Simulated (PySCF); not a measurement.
**GaH at RHF-MP2**

Computed with RHF-MP2; Ga def2-TZVPPD, H def2-TZVPPD; no relativity (PySCF 2.14).

* state: ¹Σ⁺ (singlet), closed shell
* bond length: 1.650 Å
* harmonic wavenumber: 1676 cm⁻¹
* force constant: 1.64 mdyn/Å
* rotational constant Be: 6.231 cm⁻¹
* anharmonicity ωexe: 25.4 cm⁻¹
* vibration–rotation constant αe: 0.174 cm⁻¹
* well depth De to Ga + H: 65.7 kcal/mol
* dissociation energy D0: 63.3 kcal/mol

Correlated steps freeze 9 core orbitals. Where the molecule has an RHF reference, its open-shell atoms are computed with UHF.
